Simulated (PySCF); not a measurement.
Y(F)3 anion (F3Y), SMILES [F][Y]([F])[F] (connectivity only; charge and spin as stated), charge -1, multiplicity 2.

Geometry: B3LYP-D3(BJ)/def2-SVPD. A frequency run showed that this geometry is not a minimum. The multiplicity is an assumed one; other spin states were not compared. The isomer is the one that the SMILES or the coordinates give; other isomers of the formula were not compared. The def2 effective core potentials stand for the cores of Y; spin–orbit coupling is left out.

Method: M06-2X/def2-TZVPD (PySCF).

Gas-phase values at a fixed geometry.

Problem. Estimate the frontier levels, dipole moment and polarisability. (Estimate from the structure and the level; the computed values follow.)

Solution. 
```json
{
  "α spin, highest occupied and lowest empty level": "-0.13 and 3.64 eV",
  "β spin, highest occupied and lowest empty level": "-7.44 and -0.74 eV",
  "dipole_moment_about_the_centre_of_nuclear_charge": "0.00 D",
  "mean_static_polarisability": "123.1 bohr³ (18.25 Å³)",
  "polarisability_principal_values": "83.9, 83.9, 201.6 bohr³",
  "⟨S²⟩": "0.752 (pure state 0.75)"
}
```
